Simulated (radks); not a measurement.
Results of a calculation; reference values are marked as such.
Dipole-allowed excitations along the series with 48 electrons in [Kr] 4d10 5s2. Level of theory: scalar-relativistic Kohn-Sham, LDA (Slater exchange, VWN5 correlation), spin-unpolarised, spherical densities, finite nucleus; Fermi nuclear charge, rms radius of each element as measured or else 0.836 A^(1/3) + 0.57 fm (a radial shooting solver on a logarithmic mesh with Libxc functionals). Time-dependent linear response with the Hartree and adiabatic LDA kernel, continuum included through the Sternheimer equations, no spin-orbit coupling, so fine structure and intercombination lines are absent. Lines are the poles of the dipole polarisability below minus the highest occupied eigenvalue, found on a grid refined at the orbital gaps; the lowest seven at most are given, and weak or close lines can be missed. The first line takes the name of the lowest orbital gap if no other gap lies below it; otherwise a line is named after a gap within 0.6 % of it, if that gap stands alone.

species,-e(HOMO) (eV),lowest orbital gap (eV),first line (eV),f,static alpha (bohr^3)
Sb3+,39.397,5s-5p 10.140,12.219 (5s-5p),1.57,10.01
Te4+,53.775,5s-5p 11.861,14.229 (5s-5p),1.58,7.400
I5+,69.587,5s-5p 13.588,16.219 (5s-5p),1.57,5.690
